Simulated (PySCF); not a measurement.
## Pb²⁺: excitation energy

Pb²⁺ [Xe] 4f14 5d10 6s2 (1S) → Pb²⁺ [Xe] 4f14 5d9 6s2 6p1 (high-spin determinant), as a difference of total energies. All numbers are calculated (PySCF 2.14, scalar relativity through the core potential, in aug-cc-pVTZ-PP with one added diffuse shell each of d, f type with ECP60MDF (6s5p5d3f, 67 functions)). The calculations carry no spin-orbit coupling.

```csv
method,excitation energy (eV)
UHF,20.900
LDA,21.349
PBE,21.317
PBE0,21.372
r2SCAN,21.517
wB97X,21.438
M06-L,22.221
revPBE,21.337
LC-wPBE,21.008
```

The determinant of the upper state mixes LS terms, which raises its energy above the lowest term, most at the Hartree-Fock and MP2 levels.
